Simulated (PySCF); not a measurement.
These 2 structures share the formula C6H9O3P. Level of theory: PBE0-D3(BJ)/def2-SVP geometry optimisation, gas phase (PySCF). One conformer each; no zero-point energy, no entropy. No frequencies were run at this level. Point groups hold within 0.08 Å.

Task: Order them by energy at this level, lowest first, and give relative energies in kJ/mol.
A. `[CH3:1][CH2:2][P@@:3](=[O:4])([OH:5])[c:6]1[cH:7][cH:8][o:9][cH:10]1` with C1–C2–P3–O4 -54°, C2–P3–O5–H -161°, C2–P3–C6–C7 -61°
B. `[CH3:1][P@@:2](=[O:3])([CH2:4][OH:5])[c:6]1[cH:7][cH:8][o:9][cH:10]1` with C1–P2–C4–O5 -80°, P2–C4–O5–H -40°, C1–P2–C6–C7 -50°

Result: A (0.0), B (101.6).

```csv
SMILES,E (Eh),E rel (kJ/mol),dipole (D),point group,"A, B, C (MHz)"
CC[P@@](=O)(O)c1ccoc1,-800.04105,0.0,3.00,C1,"2453, 709.5, 670.1"
C[P@@](=O)(CO)c1ccoc1,-800.00235,101.6,4.15,C1,"2365, 696.0, 678.7"
```

Task: How do the relative energies change in single points at PBE0/pcSseg-1 (no added dispersion term) on the same geometries?

Result: 
```csv
SMILES,PBE0-D3(BJ)/def2-SVP (kJ/mol),PBE0/pcSseg-1 (kJ/mol),shift
CC[P@@](=O)(O)c1ccoc1,0.0,0.0,0.0
C[P@@](=O)(CO)c1ccoc1,101.6,106.5,+4.9
```

Each column counts from its own lowest isomer. The order is unchanged; the largest shift is 4.9 kJ/mol.
